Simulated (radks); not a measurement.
Values are calculated unless marked as measured or tabulated.
The mean radii <r> (bohr) of the occupied orbitals of an atom or ion are listed with their occupations. Level of theory: Dirac Kohn-Sham, BLYP, spin-unpolarised, spherical densities, finite nucleus; Fermi nuclear charge, rms radius of each element as measured or else 0.836 A^(1/3) + 0.57 fm (a radial shooting solver on a logarithmic mesh with Libxc functionals).

orbital  occ.      <r>
1s1/2       2  0.02906
2s1/2       2   0.1251
2p1/2       2   0.1058
2p3/2       4   0.1111
3s1/2       2   0.3382
3p1/2       2   0.3287
3p3/2       4   0.3398
3d3/2       4   0.3105
3d5/2       6   0.3140
4s1/2       2   0.7748
4p1/2       2   0.8015
4p3/2       4   0.8230
4d3/2       2   0.8879
5s1/2       2    1.547

Name the element and its charge. Open shells, if any, fill j = l - 1/2 first.

Answer. Z = 50, tin, charge +10: Sn10+ in [Kr] 4d2 5s2. The 1s radius gives Z: for a bare nucleus <r> = (2 gamma + 1)/(2Z) with gamma = sqrt(1 - (Z/c)^2), 0.02862 bohr for Z = 50, and screening makes it slightly larger (0.02906 here). The occupations add up to 40, and the charge is Z minus that.
